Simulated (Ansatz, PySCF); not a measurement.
The pair A = CH4 (SMILES C) (first 5 atoms), B = CH3Cl (SMILES CCl); geometry from B3LYP-D3(BJ)/def2-TZVP.
(charge 0, multiplicity 1):
```
atom    x (Å)    y (Å)    z (Å)
----  -------  -------  -------
C      0.0860   0.0235  -0.0206
H      1.1575  -0.1734   0.0010
H     -0.1927   0.6239   0.8438
H     -0.1627   0.5610  -0.9345
H     -0.4570  -0.9211   0.0003
C      0.8077  -0.8488   3.4575
Cl    -0.0944   0.6401   3.8939
H      1.7231  -0.5569   2.9522
H      1.0300  -1.3918   4.3710
H      0.1840  -1.4444   2.7983
```

Cores are frozen in the correlated methods. CBS: X⁻³ extrapolation of the correlation energy, Hartree–Fock from the larger set. MP2 and its Hartree–Fock in aug-cc-pV(T+d)Z are density fitted.

Run with Ansatz (a first-principles code); PySCF for the dispersion terms. Values without a source in brackets are computed.

The monomers are drawn apart, rigid, along the line of their centres of mass. Counterpoise-corrected interaction energies (kcal/mol):

| level | R = 5.005 Å | R = 6.226 Å |
|---|---|---|
| PBE/def2-TZVPPD | -0.1834 | -0.0347 |
| PBE-D3(BJ)/def2-TZVPPD | -0.4341 | -0.1021 |
| wB97M-V/def2-TZVPPD | -0.3227 | -0.0881 |
| MP2/CBS(aug-cc-pV(D+d)Z, aug-cc-pV(T+d)Z) + ΔCCSD(T)/aug-cc-pV(D+d)Z | -0.3252 | -0.0857 |

### Question
R is the distance of the centres of mass. Find the local exponent m of E ∝ R⁻ᵐ between the two points.

### Answer

m = ln(E₁/E₂)/ln(R₂/R₁): PBE/def2-TZVPPD 7.6; PBE-D3(BJ)/def2-TZVPPD 6.6; wB97M-V/def2-TZVPPD 5.9; MP2/CBS(aug-cc-pV(D+d)Z, aug-cc-pV(T+d)Z) + ΔCCSD(T)/aug-cc-pV(D+d)Z 6.1. For scale, two fixed dipoles give m = 3, dipole and quadrupole 4, quadrupoles 5, and dispersion or dipole-induced dipole 6 at long range; at these distances several terms mix, and what is left of overlap and damping shifts m, so it need not match one of them.
